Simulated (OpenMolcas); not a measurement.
4d³ along the 39-electron sequence

```
Program             : OpenMolcas
Method              : SS-CASPT2, IPEA 0.25 Eh, imaginary shift 0.1 Eh
Basis               : ANO-RCC-VTZP
Scalar Hamiltonian  : DKH2, point nucleus
Spin-orbit coupling : state interaction with AMFI integrals over the reference wave functions, term energies averaged over their components
```

Active space for each ion: 3 electrons in 10 orbitals (4d 5d); closed shells correlated by CASPT2: 4s 4p.

Computed levels in cm-1 above ⁴F_3/2:

| Level | Tc4+ | Ru5+ | Rh6+ | Pd7+ |
| --- | --- | --- | --- | --- |
| ⁴F_5/2 | 1068 | 1430 | 1882 | 2490 |
| ⁴F_7/2 | 2390 | 3160 | 4100 | 5320 |
| ⁴F_9/2 | 3860 | 5040 | 6440 | 8210 |
| ⁴P_3/2 | 11990 | 13480 | 14880 | 16280 |
| ⁴P_1/2 | 12040 | 13600 | 15150 | 16780 |
| ⁴P_5/2 | 13760 | 15840 | 18040 | 20510 |
| ²G_7/2 | 13860 | 15920 | 18000 | 20260 |
| ²G_9/2 | 14780 | 17000 | 19210 | 21550 |
| ²P_1/2 | 17200 | 20090 | 22900 | 25960 |
| weight of ⁴F in the lowest level (%) | 98 | 98 | 97 | 96 |

Mixed levels, with the weight of the term that names them: Ru5+ ²G_9/2 (74 %), Rh6+ ²G_9/2 (67 %), Pd7+ ⁴P_3/2 (72 %), Pd7+ ²G_9/2 (59 %).

The fine-structure level ⁴F_9/2 changes by a factor of 2.13 from Tc4+ to Pd7+. Its fourth root runs 7.88, 8.43, 8.96, 9.52, with steps per unit of Z of 0.54, 0.53, 0.56; equal steps would mean a (Z - σ)^4 law with constant σ.

⁴P_3/2 changes by a factor of 1.36 over the same range, with steps per unit of Z of +1490, +1400, +1400 cm-1.

CASPT2 does not keep the components of a term degenerate, so their means are used; among the terms shown or strongly mixed into the levels shown the widest spread is 820 cm-1 (4d³ ⁴F, Pd7+). Active for correlation alone: 5d; no level in the range computed is led by a configuration that fills it, so any true level of that kind is missing. Levels of configurations outside the active space are missing.
